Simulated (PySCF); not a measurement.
# Simulated absorption spectrum

Compound: C6H9OP.
SMILES with atom numbers: `[CH3:1][CH:2]([CH3:3])[c:4]1[o:5][cH:6][cH:7][p:8]1` (hydrogens: H9, H10, H11 on C1; H12 on C2; H13, H14, H15 on C3; H16 on C6; H17 on C7)

Method: TDDFT wB97X-D/def2-SVPD, vertical, gas phase, core orbitals frozen in the response (PySCF 2.14.0, density-fitted response routines). The structure is a single GFN2-xTB conformer in the gas phase; no vibrational or solvent corrections. Torsions of this conformer, `[CH3:1][CH:2]([CH3:3])[c:4]1[o:5][cH:6][cH:7][p:8]1`: C1–C2–C4–O5 61°.

Broadening: Gaussians 0.4 eV wide at half height, area fixed by f = 4.319×10⁻⁹ ∫ε dν̃. The width is an assumption, not a result. The curve ends short of the highest state used, and states not computed would add to its high-energy end.

(E (eV), ε (L mol⁻¹ cm⁻¹)): (4.71, 26), (4.80, 143), (4.89, 605), (4.98, 1930), (5.08, 5034), (5.17, 8873), (5.26, 11811), (5.35, 11874), (5.44, 9019), (5.54, 4798), (5.63, 2089), (5.72, 881), (5.81, 704), (5.91, 1019), (6.00, 1294), (6.09, 1303), (6.18, 1075), (6.28, 976), (6.37, 1745), (6.46, 4172), (6.55, 8544), (6.64, 13532), (6.74, 16390), (6.83, 14602)

Question: Locate the maxima and give the states behind the curve.

Answer: 234 nm (5.31 eV), ε about 12000, made up of S1 (100%); 205 nm (6.05 eV), ε about 1300, made up of S2 (59%) and S3 (40%); 184 nm (6.75 eV), ε about 16000, made up of S6 (95%) (ε in L mol⁻¹ cm⁻¹; maxima over ε = 5, shares over 10%). The states used: S1 5.31 eV (f 0.182); S2 6.00 eV (f 0.012); S3 6.10 eV (f 0.0085); S4 6.20 eV (f 0.0001); S5 6.65 eV (f 0.013); S6 6.75 eV (f 0.231); S7 7.15 eV (f 0.0088); S8 7.43 eV (f 0.0015).

Question: Does any computed singlet lie in the visible range?

Answer: No computed singlet lies in the visible range (380 to 750 nm); the lowest, at 234 nm, stands 2.04 eV above its violet end (3.26 eV).

Question: What would ε be at 6.75 eV, the highest of these maxima, with half the width (0.2 eV)?

Answer: About 32100 L mol⁻¹ cm⁻¹ against 16400, a factor of about 1.96; a lone state at its own centre would give exactly 2.

Question: On this curve, what absorbance would a 10⁻³ mol/L sample give at 254 nm over a 1 cm path?

Answer: 254 nm is 4.881 eV, where ε is about 530 L mol⁻¹ cm⁻¹, so A = ε c l ≈ 0.53 (Beer–Lambert, with the gas-phase spectrum and the assumed width).
